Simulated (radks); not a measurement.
Spherical quantum dot in the effective-mass picture: electrons in a parabolic well V = omega^2 r^2 / 2 with omega = 0.137, all in effective atomic units (hartree* = m*/eps^2 hartree, bohr* = eps/m* bohr), one dielectric constant everywhere. Method: non-relativistic Kohn-Sham, LDA (Slater exchange, Perdew-Wang correlation), spin-polarised, spherical densities; computed with a radial shooting solver with Libxc functionals. Levels are named by radial order and angular momentum (1s, 1p, 1d, 2s, ...), and open shells are averaged over m.

N = 24, configuration 1s2 1p6 1d10 2s2 1f(up 4, down 0). This is the lowest configuration that the search found. Occupied and some empty levels:

level    occupation  eigenvalue (hartree*)  <r> (bohr*)
1s up             1                 3.1428        6.950
1s down           1                 3.1495        6.706
1p up             3                 3.1694        7.933
1p down           3                 3.1782        7.827
1d up             5                 3.2056        8.586
1d down           5                 3.2155        8.546
2s up             1                 3.2323        6.433
2s down           1                 3.2368        6.568
1f up             4                 3.2501        9.093
1f down           0                 3.2604        9.089
2p up             0                 3.2891        7.352
2p down           0                 3.2940        7.381
1g up             0                 3.3018        9.520
1g down           0                 3.3122        9.537
2d up             0                 3.3499        8.131
2d down           0                 3.3555        8.126

Energy (hartree*): total 46.2704, kinetic 1.9102, external 16.177, Hartree 31.692, exchange-correlation -3.5091.
